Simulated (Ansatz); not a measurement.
Total energies of C2H2BFSe (`C#C[Se]BF`).

```xyz
7

C     1.727    1.310    0.218
C     0.557    1.035    0.272
Se   -1.235    0.705    0.385
B    -1.276   -1.140   -0.218
F    -0.189   -1.787   -0.565
H     2.764    1.543    0.167
H    -2.348   -1.666   -0.259
```

Total charge 0; spin multiplicity 1. Correlated methods include outer-core shells of Se, which these sets cover unevenly. Scalar relativity is left out up to krypton. The geometry is a stationary point of PBE0-D4/def2-TZVP. It is one conformer, not always the lowest. Basis def2-TZVPP, Ansatz 0.2.0.

RPA on PBE orbitals: Hartree–Fock energy of these orbitals -2600.88613 Eh, correlation -1.40968 Eh (frozen core).

```json
{"functional": "LDA (SPW92)", "energy without D4 (Eh)": "-2598.68379", "D4 term (kJ/mol)": "–"}
{"functional": "PBE", "energy without D4 (Eh)": "-2603.13754", "D4 term (kJ/mol)": "-15.3"}
{"functional": "revPBE", "energy without D4 (Eh)": "-2603.47341", "D4 term (kJ/mol)": "-44.2"}
{"functional": "r2SCAN", "energy without D4 (Eh)": "-2603.61758", "D4 term (kJ/mol)": "-3.6"}
{"functional": "r2SCANh", "energy without D4 (Eh)": "-2603.60338", "D4 term (kJ/mol)": "-3.8"}
{"functional": "HSE06 (plane-wave form)", "energy without D4 (Eh)": "-2603.21424", "D4 term (kJ/mol)": "-12.1"}
{"functional": "BHLYP", "energy without D4 (Eh)": "-2603.62559", "D4 term (kJ/mol)": "-20.0"}
{"functional": "CAM-B3LYP", "energy without D4 (Eh)": "-2603.77419", "D4 term (kJ/mol)": "-13.2"}
{"functional": "LC-ωPBE", "energy without D4 (Eh)": "-2603.25920", "D4 term (kJ/mol)": "–"}
{"functional": "ωB97X-V", "energy without D4 (Eh)": "-2603.44724", "D4 term (kJ/mol)": "–"}
```

Give the same for BLYP, B97M-V, PBE0, B3LYP, r2SCAN0, ωB97M-V, B2PLYP, PBE-QIDH. (Estimate.)

Computed: 
```json
{"functional": "BLYP", "energy without D4 (Eh)": "-2603.72890", "D4 term (kJ/mol)": "-33.7"}
{"functional": "B97M-V", "energy without D4 (Eh)": "-2603.27373", "D4 term (kJ/mol)": "–"}
{"functional": "PBE0", "energy without D4 (Eh)": "-2603.22106", "D4 term (kJ/mol)": "-12.9"}
{"functional": "B3LYP", "energy without D4 (Eh)": "-2603.77651", "D4 term (kJ/mol)": "-25.0"}
{"functional": "r2SCAN0", "energy without D4 (Eh)": "-2603.58345", "D4 term (kJ/mol)": "-4.3"}
{"functional": "ωB97M-V", "energy without D4 (Eh)": "-2603.53751", "D4 term (kJ/mol)": "–"}
{"functional": "B2PLYP", "energy without D4 (Eh)": "-2603.21608", "D4 term (kJ/mol)": "–"}
{"functional": "PBE-QIDH", "energy without D4 (Eh)": "-2602.87565", "D4 term (kJ/mol)": "–"}
```

B3LYP takes the VWN-RPA correlation (the form of Gaussian; ORCA's B3LYP/G). HSE06 is the plane-wave form, built on full-range PBE exchange. The double hybrids freeze the cores in their second-order part.

LC-ωPBE has ω = 0.4 bohr⁻¹.
